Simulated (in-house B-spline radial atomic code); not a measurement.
Results of a calculation; reference values are marked as such.
Two electrons in Si: a spherical dot of radius 15 nm with hard walls

For Si the NSM archive of the Ioffe Institute lists m_l = 0.98 m0, m_t = 0.19 m0 and ε = 11.7; the model takes one isotropic valley with the conductivity mass 3/(1/m_l + 2/m_t) = 0.26 m0, and so misses anisotropy and the other valleys. All triplets below are those of one valley; with several valleys two electrons can form a triplet in the 1s orbital itself, at an energy set by the valley splitting.

Effective-mass model with parabolic bands, a uniform dielectric constant, no image charges, no central-cell or spin-orbit terms. Two-electron levels come from full CI in B-splines with partial waves to l = 5 (up to 0.001 effective hartree above the limit).

Problem. What are the effective units, and what is the potential in them?

Solution. Ha* = 27211.386 meV × 0.26/11.7² = 51.68 meV and a* = 0.0529177 nm × 11.7/0.26 = 2.381 nm. The radius is R = 6.31 a*. The one-electron levels are π²/2R² = 0.1239 and 4.4934²/2R² = 0.2535 Ha*.

In these units the lowest s and p orbitals lie at 0.123940 and 0.253550, and their Coulomb and exchange integrals are J_ss = 0.283054, J_sp = 0.256684 and K_sp = 0.057. (For an empty sphere J_ss = 1.786/R.) Full CI gives 0.484062 for the ground singlet, 0.565421 for the sp triplet, 0.638726 for the sp singlet and 0.844118 for the lowest triplet of two s orbitals.

Problem. What does it cost to add the second electron, to first order and exactly?

Solution. To first order E = 2ε_s + J_ss = 0.530934, so the charging energy E(2) − 2E(1) is J_ss = 14.63 meV. CI gives 0.484062 − 2 × (0.123940) = 0.236182, or 12.21 meV: relaxation and correlation lower it by 2.423 meV, 16.6 % of J_ss. The s² configuration of one-electron orbitals holds 89.4 % of the state, and the mean radius is 8.16 nm.

Problem. How far above the singlet do the triplets lie?

Solution. To first order the sp triplet lies at ε_s + ε_p + J_sp − K_sp = 0.577176, which is 2.39 meV above 2ε_s + J_ss. CI gives 0.565421 − (0.484062) = 0.081359, or 4.205 meV, 63 % of the orbital spacing of 6.699 meV. The ss triplet lies 18.61 meV up, so the lower of the two is the sp one, and its gap equals k_BT at 48.8 K. The sp singlet-triplet splitting is 3.789 meV, against 2K_sp = 5.892 meV.
